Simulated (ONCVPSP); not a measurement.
# Before and after: ONCV potential for holmium

Ho (Z = 67), optimised norm-conserving Vanderbilt (ONCV), made with ONCVPSP 4.0.1 (PBEsol, non-relativistic). Core [Kr] 4d10 4f10, reference 5s2 5p6 5d2 6s1. Waves: 5s+6s: rc 2.15 bohr, ncon 3, nbas 7, qcut 5.8 1/bohr, 2 projectors; 5p: rc 2.15 bohr, ncon 5, nbas 10, qcut 5.6 1/bohr, 2 projectors, debl 1.3 Ha; 5d: rc 2.85 bohr, ncon 4, nbas 9, qcut 4.4 1/bohr, 1 projector; f scattering state at 0.12 Ha: rc 2.55 bohr, ncon 4, nbas 9, qcut 3.9 1/bohr, 2 projectors, debl 3 Ha. Local part: polynomial inside 1.40 bohr (lpopt 1, dvloc0 1 Ha). Core correction: polynomial model core, fcfact 0.25.

Change: s: rc 3.14.

Cutoffs: the cutoffs (Ha) at which the residual kinetic energy of the hardest occupied pseudo-wave falls to 1 and 0.1 mHa per electron; they do not see the model core or the augmentation charge, which bear on the density cutoff. Errors are all-electron minus pseudo energies relative to the spin-unpolarised reference configuration.

**Question.** Predict the effect on cutoff, ghosts and configuration errors.

**Answer.** The potential gets softer (11 Ha and 14 Ha → 7.7 Ha and 14 Ha); of the 3 tests that both files solve, the error grows in 1 and shrinks in 0 by more than 15 % and 0.3 meV (median size 5.0 → 5.1 meV); neither file shows a bound ghost. A larger radius leaves more room for a smooth pseudo-wave, so fewer plane waves are needed.

| quantity | base | changed |
| --- | --- | --- |
| cutoff, loose | 11 Ha | 7.7 Ha |
| cutoff, tight | 14 Ha | 14 Ha |
| loose cutoff by channel | s 11 Ha, p 7.7 Ha, d 7.3 Ha | s 3.9 Ha, p 7.7 Ha, d 7.3 Ha |
| bound ghosts | none | none |
| GHOST(+) flags under 300 eV | s at 126.8 eV | none |
| tests counted as reliable (solved cleanly; for ONCVPSP, near-neutral configurations with less than one 5d electron left out) | 3 of 4 | 3 of 4 |
| error for 5s2 5p6 5d1 6s2, meV [ΔE -1.18 eV] | -2.0 | -3.8 |
| error for 5s2 5p6 5d1 6s1, meV [ΔE 5.21 eV] | -5.0 | -5.1 |
| error for 5s2 5p6 5d1 6s0, meV [ΔE 16.80 eV] | -18 | -18 |
| p: phases at 2.18 bohr within 0.05 rad from the reference energy up to (Ha; the scan ends near 5) | to the end of the scan | to the end of the scan |
| d: phases at 2.89 bohr within 0.05 rad from the reference energy up to (Ha; the scan ends near 5) | 1.0 | 1.0 |
| f: phases at 2.58 bohr within 0.05 rad from the reference energy up to (Ha; the scan ends near 5) | 0.5 | 0.5 |
| rms error of d²Exc/dni dnj with the model core, mHa | 0.40 | 0.79 |

Base: The cutoffs count occupied waves only; projector 2 of the f channel, the hardest unoccupied one, needs 69 Ha at the loose tolerance. Changed file: The cutoffs count occupied waves only; projector 2 of the f channel, the hardest unoccupied one, needs 69 Ha at the loose tolerance.
